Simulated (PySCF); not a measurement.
# Basis-set dependence of population analyses: `C/C([SiH3])=C/F`

Species: C3H7FSi.
Atom-mapped SMILES: `[CH3:1]/[C:2]([SiH3:3])=[CH:4]/[F:5]` (hydrogens: H6, H7, H8 on C1; H9, H10, H11 on Si3; H12 on C4)

PBE0 throughout (PySCF), one geometry, spherical d and f functions. Geometry: PBE0-D3(BJ)/def2-SVP; no solvent, vibrations or thermal averaging. Atoms taken as equivalent share a column and are averaged. The first 7 of 8 kinds of atom are listed.

Mulliken charges (e):

```csv
basis,functions,C1,C2,Si3,C4,F5,H6/H7/H8,H9/H10/H11
STO-3G,36,-0.236,-0.197,+0.539,+0.005,-0.078,+0.081,-0.116
6-31G,63,-0.538,-0.305,+0.543,+0.174,-0.306,+0.183,-0.098
pcSseg-0,63,-0.642,-0.664,+0.585,+0.234,-0.342,+0.247,-0.049
6-31G*,88,-0.579,-0.180,+0.333,+0.167,-0.287,+0.191,-0.064
def2-SVP,109,-0.012,-0.404,+0.402,+0.216,-0.204,+0.055,-0.067
cc-pVDZ,109,-0.024,-0.343,+0.257,+0.214,-0.166,+0.057,-0.046
pcSseg-1,127,-0.196,-0.615,+0.549,+0.300,-0.272,+0.127,-0.083
aug-cc-pVDZ,182,+0.191,-0.019,-0.771,+1.005,-0.488,-0.104,+0.255
"6-311+G(2d,p)",185,-0.788,+0.266,+0.335,+0.031,-0.266,+0.156,-0.058
def2-TZVP,203,-0.388,-0.101,+0.153,+0.062,-0.184,+0.133,-0.019
cc-pVTZ,252,-0.271,-0.173,+0.183,+0.089,-0.164,+0.104,-0.028
IGLO-III,254,-0.427,-0.152,+0.748,+0.124,-0.246,+0.124,-0.167
```

IAO charges (e):

| basis | functions | C1 | C2 | Si3 | C4 | F5 | H6/H7/H8 | H9/H10/H11 |
| --- | --- | --- | --- | --- | --- | --- | --- | --- |
| STO-3G | 36 | -0.389 | -0.318 | +0.633 | +0.016 | -0.093 | +0.134 | -0.123 |
| 6-31G | 63 | -0.422 | -0.272 | +0.437 | +0.114 | -0.251 | +0.154 | -0.074 |
| pcSseg-0 | 63 | -0.412 | -0.301 | +0.432 | +0.128 | -0.240 | +0.151 | -0.069 |
| 6-31G* | 88 | -0.401 | -0.316 | +0.568 | +0.155 | -0.256 | +0.145 | -0.109 |
| def2-SVP | 109 | -0.391 | -0.314 | +0.579 | +0.152 | -0.257 | +0.143 | -0.113 |
| cc-pVDZ | 109 | -0.402 | -0.310 | +0.559 | +0.148 | -0.257 | +0.146 | -0.107 |
| pcSseg-1 | 127 | -0.400 | -0.319 | +0.582 | +0.150 | -0.265 | +0.146 | -0.111 |
| aug-cc-pVDZ | 182 | -0.410 | -0.307 | +0.561 | +0.145 | -0.271 | +0.150 | -0.106 |
| 6-311+G(2d,p) | 185 | -0.413 | -0.317 | +0.593 | +0.147 | -0.271 | +0.151 | -0.114 |
| def2-TZVP | 203 | -0.412 | -0.322 | +0.602 | +0.152 | -0.270 | +0.150 | -0.116 |
| cc-pVTZ | 252 | -0.414 | -0.318 | +0.587 | +0.152 | -0.268 | +0.150 | -0.113 |
| IGLO-III | 254 | -0.414 | -0.320 | +0.601 | +0.149 | -0.272 | +0.151 | -0.116 |

Hirshfeld charges (e):

| basis | functions | C1 | C2 | Si3 | C4 | F5 | H6/H7/H8 | H9/H10/H11 |
| --- | --- | --- | --- | --- | --- | --- | --- | --- |
| STO-3G | 36 | -0.036 | -0.123 | +0.351 | +0.018 | -0.033 | +0.015 | -0.082 |
| 6-31G | 63 | -0.090 | -0.109 | +0.268 | +0.034 | -0.082 | +0.044 | -0.070 |
| pcSseg-0 | 63 | -0.100 | -0.107 | +0.290 | +0.034 | -0.074 | +0.041 | -0.073 |
| 6-31G* | 88 | -0.091 | -0.113 | +0.269 | +0.041 | -0.069 | +0.043 | -0.074 |
| def2-SVP | 109 | -0.108 | -0.110 | +0.295 | +0.038 | -0.068 | +0.045 | -0.078 |
| cc-pVDZ | 109 | -0.104 | -0.112 | +0.288 | +0.033 | -0.061 | +0.044 | -0.077 |
| pcSseg-1 | 127 | -0.111 | -0.113 | +0.294 | +0.040 | -0.074 | +0.046 | -0.077 |
| aug-cc-pVDZ | 182 | -0.119 | -0.120 | +0.299 | +0.035 | -0.079 | +0.049 | -0.074 |
| 6-311+G(2d,p) | 185 | -0.111 | -0.123 | +0.303 | +0.036 | -0.082 | +0.048 | -0.075 |
| def2-TZVP | 203 | -0.114 | -0.118 | +0.295 | +0.037 | -0.077 | +0.048 | -0.075 |
| cc-pVTZ | 252 | -0.114 | -0.115 | +0.291 | +0.036 | -0.072 | +0.047 | -0.075 |
| IGLO-III | 254 | -0.120 | -0.116 | +0.296 | +0.034 | -0.081 | +0.048 | -0.073 |

Some averages cover members that differ in this geometry, most widely: H6/H7/H8, Mulliken in aug-cc-pVDZ -0.228 to -0.041; H9/H10/H11, Mulliken in aug-cc-pVDZ +0.219 to +0.290; H9/H10/H11, Mulliken in pcSseg-1 -0.101 to -0.073 e.

Question: Which scheme is steadiest as the basis changes?

Answer: Largest range over the bases for any column: Hirshfeld 0.08 e, IAO 0.20 e, Mulliken 1.52 e. Hirshfeld charges move least and Mulliken charges most, counted in e. Without the minimal STO-3G basis the ranges are Hirshfeld 0.04, IAO 0.17, Mulliken 1.52 e.

Question: How much do the charges still move between the two largest bases, cc-pVTZ and IGLO-III?

Answer: At most, over all atoms: Mulliken 0.565 e, IAO 0.015 e, Hirshfeld 0.009 e.

Question: What do the same runs give for the total energy, the frontier levels and the dipole moment?

Answer: 
```json
{"basis": "STO-3G", "energy (Eh)": "-501.2889", "HOMO (eV)": "-4.31", "LUMO (eV)": "3.84", "μ (D)": "0.58"}
{"basis": "6-31G", "energy (Eh)": "-507.3635", "HOMO (eV)": "-7.15", "LUMO (eV)": "0.20", "μ (D)": "1.99"}
{"basis": "pcSseg-0", "energy (Eh)": "-506.6268", "HOMO (eV)": "-7.40", "LUMO (eV)": "-0.07", "μ (D)": "1.91"}
{"basis": "6-31G*", "energy (Eh)": "-507.4432", "HOMO (eV)": "-7.06", "LUMO (eV)": "0.18", "μ (D)": "1.70"}
{"basis": "def2-SVP", "energy (Eh)": "-507.2161", "HOMO (eV)": "-7.27", "LUMO (eV)": "-0.09", "μ (D)": "1.74"}
{"basis": "cc-pVDZ", "energy (Eh)": "-507.4758", "HOMO (eV)": "-7.16", "LUMO (eV)": "0.00", "μ (D)": "1.71"}
{"basis": "pcSseg-1", "energy (Eh)": "-507.4368", "HOMO (eV)": "-7.35", "LUMO (eV)": "-0.21", "μ (D)": "1.81"}
{"basis": "aug-cc-pVDZ", "energy (Eh)": "-507.4914", "HOMO (eV)": "-7.32", "LUMO (eV)": "-0.31", "μ (D)": "1.78"}
{"basis": "6-311+G(2d,p)", "energy (Eh)": "-507.5442", "HOMO (eV)": "-7.35", "LUMO (eV)": "-0.34", "μ (D)": "1.82"}
{"basis": "def2-TZVP", "energy (Eh)": "-507.5648", "HOMO (eV)": "-7.33", "LUMO (eV)": "-0.26", "μ (D)": "1.78"}
{"basis": "cc-pVTZ", "energy (Eh)": "-507.5585", "HOMO (eV)": "-7.30", "LUMO (eV)": "-0.20", "μ (D)": "1.75"}
{"basis": "IGLO-III", "energy (Eh)": "-507.5701", "HOMO (eV)": "-7.34", "LUMO (eV)": "-0.31", "μ (D)": "1.80"}
```

The dipole is fixed by the density alone, so its range of 1.41 D shows that the density itself changes with the basis, not only its division among atoms.
